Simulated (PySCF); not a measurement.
Compound: (ClCd-mu-F)2 (singlet state).
Structure used (PBE0-D3(BJ)/def2-SVP), in Å, numbered top down from 1:
```
atom  x, y, z in Å
Cd1   -0.6673   -1.4947    0.2623
Cl2   -1.1845   -3.6984    0.5927
F3    -0.0102    0.2280    1.3052
Cd4    0.5361    1.5492   -0.2554
Cl5    1.6763    3.4928   -0.6239
F6    -0.3504   -0.0768   -1.2810
```

Computed, not measured: PySCF 2.14.0, density-fitted response routines, TDDFT B3LYP/def2-SVPD, vertical, gas phase, core orbitals frozen in the response, def2 core potentials past Kr. Spin–orbit coupling is left out.

Frontier orbitals with the atoms that hold most of them (Löwdin shares over 4%, at most four atoms; ? is withheld):

```tsv
orbital	ε (eV)	atoms
HOMO-3	-8.75	Cl5 52%, Cl2 42%
HOMO-2	-8.73	Cl2 52%, Cl5 42%
HOMO-1	-8.69	Cl5 47%, Cl2 46%
HOMO	?	?
LUMO	-3.23	?
LUMO+1	-2.03	Cd4 23%, Cd1 22%, Cl5 14%, Cl2 14%
LUMO+2	-1.20	Cd1 36%, Cd4 35%, F6 9%, F3 9%
```

Problem. Give the leading atoms of the LUMO.

Solution. Cd1 (bonded to Cl and 2 F) 28%; Cd4 (bonded to Cl and 2 F) 28%; Cl2 (bonded to Cd) 13%; Cl5 (bonded to Cd) 13%. By element: cadmium 56%, chlorine 26%.

Problem. Which atoms hold the HOMO, and with what shares?

Solution. Cl2 (bonded to Cd) 46%; Cl5 (bonded to Cd) 46%.

Problem. What is the HOMO energy, and the HOMO–LUMO gap?

Solution. ε(HOMO) = -8.63 eV; the gap is 5.40 eV (0.1983 hartree).

Problem. The HOMO–LUMO gap is 5.40 eV. Where does the response calculation put the lowest singlet, and from which orbitals?

Solution. S1 is at 4.49 eV (f = 0.0001), 0.91 eV below the gap, made of HOMO→LUMO (94%). 

Problem. Give energy, strength and leading configuration of S1, S2, S5 and S6, and follow the Löwdin shares of the leading atoms from the occupied to the empty orbital.

Solution. 
- S1 (4.49 eV, f 0.0001), HOMO→LUMO (94%): Cl2 46% → 13%, Cl5 46% → 13%, Cd1 at most 4% → 28%, Cd4 at most 4% → 28%; the Löwdin share of cadmium is at most 8% in HOMO and 56% in LUMO (ligand-to-metal charge transfer by this measure)
- S2 (4.58 eV, f 0.022), HOMO-1→LUMO (94%): Cl5 47% → 13%, Cl2 46% → 13%, Cd1 at most 4% → 28%, Cd4 at most 4% → 28%; the Löwdin share of cadmium is at most 8% in HOMO-1 and 56% in LUMO (ligand-to-metal charge transfer by this measure)
- S5 (5.82 eV, f 0.0074), HOMO→LUMO+1 (91%): Cl2 46% → 14%, Cl5 46% → 14%, Cd4 at most 4% → 23%, Cd1 at most 4% → 22%; the Löwdin share of cadmium is at most 8% in HOMO and 46% in LUMO+1
- S6 (5.88 eV, f 0.0000), HOMO-1→LUMO+1 (93%): Cl5 47% → 14%, Cl2 46% → 14%, Cd4 at most 4% → 23%, Cd1 at most 4% → 22%; the Löwdin share of cadmium is at most 8% in HOMO-1 and 46% in LUMO+1

Löwdin shares depend on the basis, the more so with diffuse functions.

Hardware: one thread of an Arm Neoverse V1, on a shared host. Cost: 2.3 min of wall time (with the writing of density and orbital grids).
